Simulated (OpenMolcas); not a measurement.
**Re4+: ligand-field states by method**

Re4+ with 6 ligands (water) in octahedral coordination (Th) at 1.99 Å. Ligand basis ANO-RCC-VDZP.

```json
{"Program": "OpenMolcas 26.06", "Basis": "ANO-RCC-VDZP [7s6p4d2f1g]", "Scalar Hamiltonian": "DKH2, point nucleus", "Active space": "3 electrons in 5 orbitals (5d)", "State averaging": "2S+1 = 4 even, 10 roots; 2S+1 = 2 even, 40 roots", "Spin-orbit coupling": "state interaction with AMFI integrals over the reference wave functions"}
```

I. CASSCF
II. SS-CASPT2, IPEA 0.25 Eh, imaginary shift 0.1 Eh (closed shells correlated: 5s 5p and the ligand valence shells)

Spin-free states (labels of O, taken over from Oh, the nearest higher group) in cm-1, each column counted from its own energy of the first state listed:

| State | Degeneracy | I | II |
| --- | --- | --- | --- |
| 4A2 | 1 | 0 | 0 |
| 2E | 2 | 13804 | 11270 |
| 2T1 | 3 | 14613 | 11380 |
| 2T2 | 3 | 22495 | 18430 |
| 4T2 | 3 | 38840 | 39070 |
| 4T1 | 3 | 46600 | 44930 |
| 2A1 | 1 | 49914 | 47190 |
| 2S+1 = 2 | 3 | 51465 | 49060 |
| 2S+1 = 2 | 3 | 52186 | 49610 |
| 2E | 2 | 53977 | 50570 |
| 2T1 | 3 | 57056 | 53090 |
| 2T2 | 3 | 61012 | 56520 |
| 2A2 | 1 | 63558 | 57620 |
| 2E | 2 | 73379 | 66660 |
| 4T1 | 3 | 79828 | 79870 |
| 2S+1 = 2 | 3 | 89712 | 87690 |
| 2S+1 = 2 | 3 | 91077 | 88910 |
| 2T1 | 3 | 95759 | 91580 |
| 2T2 | 3 | 109357 | 103330 |
| 2E | 2 | 131869 | 130130 |

From I to II, I's first state of the same spin (4T2) moves from 38840 to 39070 cm-1, by about +230 cm-1.

From I to II, I's first state of another spin (2E) moves from 13804 to 11270 cm-1, by about -2500 cm-1.

χT at 300 K: I 1.49, II 1.44 cm3 K/mol.

The states above are spin-free; spin-orbit coupling is strong here and shifts and splits them by thousands of cm-1.

Roots that are degenerate in the reference are averaged as groups; the widest CASPT2 spread within a group is 220 cm-1 (the 3-fold group of multiplicity 2 near 53100 cm-1 above the lowest state of its run, II). Shifts and gaps below about the spread of the groups concerned are not significant. Over all roots computed the reference weight is 0.70 to 0.71 in II; a low but even weight reflects the number of correlated electrons. The least metal-like active orbital is 74 % on the metal (Löwdin) and no ligand orbital is active, so the numbers are rough. Ligand-to-metal charge-transfer states are missing. With no ligand orbital active B as a rule stays too high, so bands that hang on it stand too high and its fall with covalency is understated. Without dynamic correlation the repulsion within the d shell is too large (B by tens of per cent), so at a given field states of lower spin stand too high (holds for I). With metal d orbitals alone the field can be off either way by tens of per cent (holds for I). With one d shell and no ligand orbital active, 10Dq can be off by a tenth or more (holds for II). No measured value stands beside these numbers; the geometry is a model, was not optimised and need not be the one that this ion takes.

A state without a sure symmetry label is named by its multiplicity alone.
